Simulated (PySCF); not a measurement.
PySCF job for CNO, SMILES [N]=C=O (connectivity only; charge and spin as stated), charge -1, multiplicity 1, B3LYP-D3(BJ)/def2-TZVPD. Geometry optimised at B3LYP-D3(BJ)/def2-TZVPD. The spin state was assumed, not searched. The isomer is the one that the SMILES or the coordinates give; other isomers of the formula were not compared.

```python
import numpy as np
from pyscf import gto, scf, dft, df
from pyscf.hessian import thermo

mol = gto.M(
    atom='''
    N     0.00000000    0.00000000   -1.25787411
    C     0.00000000    0.00000000   -0.07175215
    O     0.00000000    0.00000000    1.15445395
    ''',
    basis='def2-TZVPD',
    charge=-1,
    spin=0,
    max_memory=1600,
    verbose=3,
)
mf = dft.RKS(mol, xc='b3lyp').density_fit(auxbasis='def2-universal-jkfit')
mf.disp = 'd3bj'
mf.grids.level = 3
mf.conv_tol = 1e-11
mf.max_cycle = 100
mf.kernel()

# [left out here: the lines that compute and print the analytic Hessian (its translational invariance restored by hand, since the grid's response is missing), thermochemistry and intensities]
```

Output:

```
converged SCF energy = -168.206211639231

WARN: DFTD3 does not support analytical Hessian, using finite difference


WARN: Mole.unit (angstrom) is changed to Bohr

Mode                                 0                   1                   2
Irrep
Freq [cm^-1]                      637.2225            637.2225           1250.4497
Reduced mass [au]                  12.7067             12.7067             14.9779
Force const [Dyne/A]                3.0399              3.0399             13.7986
Char temp [K]                     916.8214            916.8214           1799.1187
Normal mode                   x     y     z       x     y     z       x     y     z
       0   N                 0.11  0.01 -0.00    0.01 -0.11  0.00   -0.00 -0.00 -0.17
       1   C                -0.24 -0.01 -0.00   -0.01  0.24  0.00    0.00  0.00 -0.05
       2   O                 0.09  0.01  0.00    0.01 -0.09 -0.00   -0.00 -0.00  0.19
Mode                                 3
Irrep
Freq [cm^-1]                     2201.4966
Reduced mass [au]                  12.6599
Force const [Dyne/A]               36.1508
Char temp [K]                    3167.4634
Normal mode                   x     y     z
       0   N                 0.00 -0.00  0.13
       1   C                -0.00  0.00 -0.24
       2   O                 0.00 -0.00  0.06
temperature 298.1500 [K]
pressure 101325.00 [Pa]
Rotational constants [GHz] inf 11.60530 11.60530
Symmetry number 1
Zero-point energy (ZPE) 0.01077 [Eh]   28270.098 [J/mol]
                           tot       elec      trans        rot        vib
Entropy [J/mol/K]       219.324      0.000    155.366     60.553      3.405
Cv [J/mol/K]             29.521      0.000     12.472      8.314      8.735
Cp [J/mol/K]             37.835      0.000     20.786      8.314      8.735
Internal energy [J/mol]                      3718.434   2478.956  29044.926
Internal energy [Eh]   -168.19279  -168.20621
Enthalpy [J/mol]                             6197.391   2478.956  29044.926
Enthalpy [Eh]          -168.19184
Gibbs free energy [J/mol]                  -40124.960 -15574.901  28029.640
Gibbs free energy [Eh] -168.21675
mode   freq/cm-1   IR/(km/mol)
   1      637.22         7.089
   2      637.22         7.089
   3     1250.45        67.256
   4     2201.50       780.038
max |gradient| / (hartree/bohr): 2.5306263852981623e-05
APT charges: [-0.8581  0.783  -0.9249]
```

The calculation finished and met its thresholds.
